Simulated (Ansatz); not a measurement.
Reaction (ligand exchange at the Si–I bond): `[SiH3]C[SiH2]I` + H₂Te → `[SiH3]C[SiH2][TeH]` + HI

Isolated molecules relaxed with PBE0-D4/def2-TZVP in Ansatz; ΔE leaves out vibrations. CCSD(T)/CBS adds triple-zeta CCSD(T) − MP2 to the extrapolated MP2 energy (def2 sets, frozen cores). DFT in def2-TZVPP. def2 core potentials past Kr. For I, Te outer-core shells are correlated without core-valence functions, which leaves a few kJ/mol of doubt a bond. One conformer a species, not always the lowest.

```
             level  ΔE (eV)
              PBE0     0.30
SCS-MP2/def2-TZVPP     0.30
```

**Question.** What does CCSD(T)/CBS give? (Best estimate.)

**Answer.** Computed: +0.28 eV. The listed levels differ from it by 0.02, 0.02 eV.

Largest T1 diagnostic among the species: 0.011.

The D4 term adds −0.07 eV with B3LYP and −0.04 eV with PBE0; it sums over pairs of atoms, weighted by their polarisabilities, and B3LYP, whose exchange is more repulsive, gets the larger term. In def2-TZVPP, CCSD(T) changes the Hartree–Fock value by −0.14 eV (the triples alone add −0.02 eV) and MP2 by −0.13 eV.

B3LYP here is the variant with VWN-RPA as its local correlation; programs differ in this.
